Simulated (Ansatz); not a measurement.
Ligand exchange: Al(CH3)I2 + C2H2FI → AlI3 + C3H5F

Species: Al(CH3)I2, singlet; C2H2FI `F/C=C/I`, singlet; AlI3 (aluminum iodide) `[I][Al]([I])[I]`, singlet; C3H5F `C/C=C/F`, singlet. The partners trade CH3 for I: Al–CH3 and C–I bonds give way to Al–I and C–CH3.

Shapes, held fixed at every level: PBE0-D4/def2-TZVP. Programs: Ansatz 0.2.0. Electronic energies: no zero-point or thermal term.

| level | kind | ΔE (kJ/mol) | less CCSD(T)/def2-TZVPP | CPU time (sum over the molecules) |
| --- | --- | --- | --- | --- |
| HF/def2-SVP | Hartree–Fock | -189.2 | -33.2 | – |
| B3LYP-D4/def2-TZVPP | global hybrid | -156.6 | -0.6 | 49 s |
| BHLYP-D4/def2-TZVPP | global hybrid | -169.6 | -13.6 | 44 s |
| wB97X-V/def2-TZVPP | range-separated hybrid | -158.1 | -2.1 | 91 s |
| MP2/def2-TZVPP | perturbation theory | -161.1 | -5.1 | – |
| CCSD(T)/def2-SVP | coupled cluster or CI | -176.0 | -20.0 | 52 s |
| CCSD(T)/def2-TZVPP | coupled cluster or CI | -156.0 | 0.0 | 13 min |

The highest level, CCSD(T)/def2-TZVPP, gives ΔE = -156.0 kJ/mol; the levels span -189.2 to -156.0. The column of differences is taken from that level and isn't an error. No measured value is set beside it here. For atoms past krypton def2 sets carry core potentials with scalar relativity. Correlated rows may include outer-core shells of I, which these sets cover unevenly. Times are processor times on shared x86 and Arm servers, and rough.
